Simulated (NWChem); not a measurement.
# SiN2H4F2; SMILES N[Si](N)(F)F

```xyz
9

N      1.1949     0.7029     0.9733
Si     0.0000     0.0000    -0.0126
N     -1.1949    -0.7029     0.9733
F     -0.7997     0.9824    -1.0053
F      0.7997    -0.9824    -1.0053
H      2.1223     0.8846     0.6124
H      0.9383     1.3459     1.7105
H     -2.1223    -0.8846     0.6124
H     -0.9383    -1.3459     1.7105
```
Atoms are numbered in this order, from 1.

Results from NWChem. Pople sets run with spherical d functions. Coordinates come from a B3LYP/6-31G* (spherical d) optimisation. Level B3LYP/6-31G*: energy and gradient on several grids; changes count from the extra-fine grid, which is no exact limit either.

Task: Which is the coarsest grid (xcoarse; xfine; fine; coarse; medium) from which on the energy stays within 500 μHa and each gradient component within 500 μHa/bohr of xfine?

Result: coarse.
```csv
grid,size of the energy change (μHa),largest change of a gradient component (μHa/bohr)
xcoarse,1000,1000
coarse,< 10,60
medium,< 10,< 30
fine,< 10,< 30
xfine,< 10,< 30
```
